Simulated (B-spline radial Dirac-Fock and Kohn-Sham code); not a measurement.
## Elastic electron scattering at 50 eV, S to Rb

Level of theory: relativistic (Dirac) partial waves in the static field of the Dirac-Fock atom with Furness-McCarthy exchange, without polarisation or absorption potentials; a B-spline atomic structure program. Below a few hundred eV the neglected polarisation potential matters, most of all at small angles. σ_tr1 and σ_tr2 weight the cross section with 1 − P₁ and 1 − P₂ of cos θ; "backward" is the share scattered beyond 90°.

| Z | element | σ (a₀²) | σ_tr1 (a₀²) | σ_tr2 (a₀²) | backward (%) | dσ/dΩ at 90° (a₀²/sr) |
| --- | --- | --- | --- | --- | --- | --- |
| 16 | S | 31.6 | 14.7 | 16.4 | 22 | 1.71 |
| 17 | Cl | 31.2 | 14.7 | 17.3 | 23 | 1.74 |
| 18 | Ar | 30.5 | 14.5 | 17.9 | 24 | 1.68 |
| 19 | K | 38.0 | 15.9 | 19.7 | 22 | 1.66 |
| 20 | Ca | 38.1 | 17.0 | 20.7 | 23 | 1.53 |
| 21 | Sc | 32.5 | 15.9 | 19.4 | 26 | 1.26 |
| 22 | Ti | 27.6 | 14.3 | 17.6 | 28 | 0.991 |
| 23 | V | 23.5 | 12.7 | 15.7 | 28 | 0.761 |
| 24 | Cr | 17.3 | 10.2 | 12.9 | 31 | 0.612 |
| 25 | Mn | 17.0 | 9.51 | 11.9 | 28 | 0.429 |
| 26 | Fe | 14.5 | 8.15 | 10.2 | 27 | 0.320 |
| 27 | Co | 12.5 | 6.96 | 8.70 | 26 | 0.241 |
| 28 | Ni | 10.8 | 5.96 | 7.35 | 24 | 0.185 |
| 29 | Cu | 7.27 | 4.87 | 5.64 | 29 | 0.168 |
| 30 | Zn | 8.31 | 4.42 | 5.24 | 21 | 0.123 |
| 31 | Ga | 14.5 | 4.50 | 6.03 | 9.9 | 0.121 |
| 32 | Ge | 19.6 | 4.69 | 7.06 | 5.8 | 0.190 |
| 33 | As | 23.9 | 5.00 | 8.29 | 4.0 | 0.333 |
| 34 | Se | 27.4 | 5.46 | 9.65 | 3.6 | 0.520 |
| 35 | Br | 30.0 | 6.08 | 11.1 | 4.0 | 0.714 |
| 36 | Kr | 32.0 | 6.84 | 12.4 | 5.2 | 0.886 |
| 37 | Rb | 58.1 | 9.64 | 17.8 | 3.9 | 1.14 |

Values without a named source are computed, but for edge energies of neutral atoms, which are taken from tables.
